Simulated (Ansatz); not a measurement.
Relaxation of C3H5BF2O (12 atoms, charge 0, multiplicity 1), to a largest force component of 0.02 eV/Å in at most 50 steps.

Computed with RKS B3LYP-D4/6-31G* in Ansatz.

```xyz
12
Properties=species:S:1:pos:R:3
C 0.171 -0.803 1.171
C 0.377 -0.208 -0.244
F 1.576 -0.588 -0.768
B -0.737 -0.463 -1.286
O -0.883 1.016 -1.379
C 0.100 1.257 -0.408
F 1.194 1.936 -0.952
H 0.223 -1.850 1.135
H -0.524 -1.485 -1.814
H 0.896 -0.370 1.882
H -1.669 -1.294 -1.205
H -0.294 1.757 0.511
```

**Question.** Where does it end, and by what steps?

**Answer.** It converged. After 34 steps the energy has fallen by 6.093 eV; H8 moved furthest, 1.69 Å. Parted: C2–B4.

| step | energy less start (eV) | largest force component (eV/Å) | accepted |
| --- | --- | --- | --- |
| 0 | 0.0000 | 4.027 | yes |
| 2 | -2.3585 | 2.390 | yes |
| 4 | -4.1621 | 2.230 | yes |
| 6 | -5.1538 | 1.840 | yes |
| 8 | -5.4941 | 0.900 | yes |
| 10 | -5.7611 | 1.438 | yes |
| 12 | -5.9020 | 0.817 | yes |
| 14 | -5.9545 | 0.322 | yes |
| 16 | -5.9498 | 0.757 | no |
| 18 | -5.9795 | 0.126 | yes |
| 20 | -5.9899 | 0.298 | yes |
| 22 | -5.9933 | 0.593 | no |
| 24 | -6.0248 | 0.196 | yes |
| 26 | -6.0596 | 0.293 | yes |
| 28 | -6.0862 | 0.299 | yes |
| 30 | -6.0823 | 0.411 | no |
| 32 | -6.0926 | 0.082 | yes |
| 34 | -6.0930 | 0.011 | yes |

```xyz
12
Properties=species:S:1:pos:R:3
C 1.138 -0.601 1.592
C 0.719 -0.479 0.341
F 0.925 -1.448 -0.574
B -1.343 -0.195 -2.083
O -1.233 0.263 -0.805
C -0.031 0.689 -0.229
F 0.760 1.324 -1.165
H 1.672 -1.484 1.924
H -0.424 -0.182 -2.840
H 0.955 0.192 2.307
H -2.431 -0.587 -2.379
H -0.276 1.412 0.554
```

The run took 2.3 min on 2 threads of Arm Neoverse V1, on a shared host, peak memory 0.28 GiB.
